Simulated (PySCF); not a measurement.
## Correlation energy of H⁻ (hydrogen, charge -1)

1s2, closed-shell 1S. Computed with PySCF 2.14 in aug-cc-pVQZ (5s4p3d2f, 46 functions), with the non-relativistic Hamiltonian (point nucleus). Frozen: nothing; 2 electrons correlated.

With two correlated electrons CCSD is exact within the correlated space (frozen core and kept virtual orbitals).

| level | correlation energy (mhartree) |
| --- | --- |
| CCSD | -39.33 |

Diagnostics: T1 = 0.025, D1 = 0.0355, largest double amplitude 0.137.

Cost of the coupled-cluster step: roughly 0.7 core-seconds, for 2 correlated electrons.

Iterations:

```
CC2 = 0
CCSD nocc = 1, nmo = 46
frozen orbitals []
max_cycle = 100
direct = 0
conv_tol = 1e-08
conv_tol_normt = 1e-06
diis_space = 8
diis_start_cycle = 0
Init t2, MP2 energy = -0.517093628853362  E_corr(MP2) -0.0292855144187371
Init E_corr(CCSD) = -0.0292855144227744
cycle = 1  E_corr(CCSD) = -0.0348128927180203  dE = -0.0055273783  norm(t1,t2) = 0.0411488
cycle = 2  E_corr(CCSD) = -0.0372576708522956  dE = -0.00244477813  norm(t1,t2) = 0.0202408
cycle = 3  E_corr(CCSD) = -0.0393589521410666  dE = -0.00210128129  norm(t1,t2) = 0.0122915
cycle = 4  E_corr(CCSD) = -0.0393785550889675  dE = -1.96029479e-05  norm(t1,t2) = 0.00445439
cycle = 5  E_corr(CCSD) = -0.0393281907404893  dE = 5.03643485e-05  norm(t1,t2) = 0.000508702
cycle = 6  E_corr(CCSD) = -0.0393315337809473  dE = -3.34304046e-06  norm(t1,t2) = 0.000134888
cycle = 7  E_corr(CCSD) = -0.039331104970129  dE = 4.28810818e-07  norm(t1,t2) = 2.24427e-05
cycle = 8  E_corr(CCSD) = -0.0393311017048392  dE = 3.26528976e-09  norm(t1,t2) = 3.46114e-06
cycle = 9  E_corr(CCSD) = -0.0393312113296827  dE = -1.09624843e-07  norm(t1,t2) = 1.12868e-06
cycle = 10  E_corr(CCSD) = -0.0393311790922417  dE = 3.2237441e-08  norm(t1,t2) = 2.81497e-07
cycle = 11  E_corr(CCSD) = -0.0393311855568975  dE = -6.4646558e-09  norm(t1,t2) = 1.75354e-08
CCSD converged
E(CCSD) = -0.5271392999915228  E_corr = -0.03933118555689746
```
